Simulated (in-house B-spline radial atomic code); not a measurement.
# RPA and G0W0 on HSE06: Ge IV (Ge3+)

Configuration [Ar] 3d10 4s1, highest spin, mean-field start HSE06. Computed with a B-spline radial code for spherical atoms: all electrons, scalar-relativistic (spin-free one-electron X2C), finite nucleus, each spin shell either full or empty, empty states to l = 9 with an (l + 1/2)⁻⁴ tail; G0W0 by contour deformation at full frequency.

RPA overbinds a lone outer s electron by self-correlation, and G0W0 tends to as well.

Command:
```bash
python run_gw.py task.json out
```
Settings (radii: box in bohr, nucleus in fm):
```
Z                        32
electrons                29
configuration            [Ar] 3d10 4s1
hamiltonian              x2c
method                   hse06
lmax                     9
rms_radius               4.0742
spin_polarised           True
box_radius               14.14
intervals                69
ion_configuration        [Ar] 3d10
```

Run time, properties included: 9.3 s on 1 thread of Arm Neoverse N1, on a shared host.

Energies (hartree):

```csv
term,value
mean-field total,-2096.40649
Hartree-Fock functional on these orbitals,-2095.08721
direct second order,-2.5299
second-order exchange,0.73987
SOSEX correction,0.67526
```

(1) What is the RPA correlation energy, and what remains with SOSEX?

Quasi-particle levels (eV):

| level | occupied | mean field | Σx - vxc | Σc | QP weight | G0W0 |
| --- | --- | --- | --- | --- | --- | --- |
| 4s up | yes | -41.92 | -3.03 | ? | ? | ? |
| 3d down | yes | -66.34 | -11.61 | 3.02 | 0.918 | -74.92 |
| 3d up | yes | -66.59 | -11.53 | 3.00 | 0.877 | -75.12 |
| 4s down | no | -38.17 | 6.40 | -2.43 | 0.949 | -34.20 |

G0W0 = mean field + (Σx - vxc) + Σc, with Σc (partial-wave tail included) taken at the quasi-particle energy. Only the outer levels were computed. Levels of low weight are left out.

(2) Where does G0W0 put 4s up?

(3) What does it cost to remove one electron (to [Ar] 3d10) by differences of total energies, each species on its own start (correlation terms add to the Hartree-Fock functional)?

Answers

(1) RPA gives -2.1662 hartree (-2.03 eV per electron); RPA + SOSEX gives -1.4909, and the second-order doubles -1.79 hartree (no singles). RPA lacks exchange-type terms and so overcorrelates at short range.

(2) At -46.57 eV, with Σc = -1.61 eV and a quasi-particle weight of 0.967. The tabulated removal energy is 45.715 ± 0.0012 eV (NIST, measured); the calculation leaves out spin-orbit coupling, Breit and QED terms, and what these don't explain is the method's own error.

(3) HSE06 46.37 eV, Hartree-Fock functional 44.55 eV, + RPA 46.30 eV, + RPA + SOSEX 45.59 eV, + second order 46.16 eV. Tabulated: 45.715 ± 0.0012 eV (NIST, measured); the calculation leaves out spin-orbit coupling, Breit and QED terms, and what these don't explain is the method's own error.
